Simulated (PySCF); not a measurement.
M06-L on Ge (germanium, neutral), [Ar] 3d10 4s2 4p1 4d1, one real determinant (an excited configuration). Computed with PySCF 2.14 in aug-cc-pVDZ-DK (6s5p3d, 36 functions), with the spin-free X2C one-electron Hamiltonian (Gaussian nucleus).

```
cycle= 1 E= -2098.29225637574  delta_E= -0.00624  |g|= 0.0464  |ddm|= 0.352
cycle= 2 E= -2098.29275672853  delta_E= -0.0005  |g|= 0.0246  |ddm|= 0.138
cycle= 3 E= -2098.29296494848  delta_E= -0.000208  |g|= 0.000834  |ddm|= 0.0618
cycle= 4 E= -2098.29296586464  delta_E= -9.16e-07  |g|= 0.000203  |ddm|= 0.00522
cycle= 5 E= -2098.29296591816  delta_E= -5.35e-08  |g|= 2.09e-05  |ddm|= 0.000876
cycle= 6 E= -2098.29296591882  delta_E= -6.51e-10  |g|= 1.06e-06  |ddm|= 0.000199
converged SCF energy = -2098.29296591882  <S^2> = 2.0022508  2S+1 = 3.0015002
```

Highest occupied orbital energy: 1.062 eV; ⟨L²⟩ = 8.01; populations by l: s 8.00, p 13.00, d 11.00.

**Question.** Can this result be used?

**Answer.** Not for this state. The run converged. ⟨L²⟩ = 8.01 against 12 for a pure F term, so this real determinant mixes terms. The outer electron is Rydberg-like, and this basis confines it to a smaller radius and binds it less than a complete one would. At M06-L the highest occupied level has a positive energy, so only the finite basis holds that electron; for this excited configuration the basis is too tight for the outer shell.
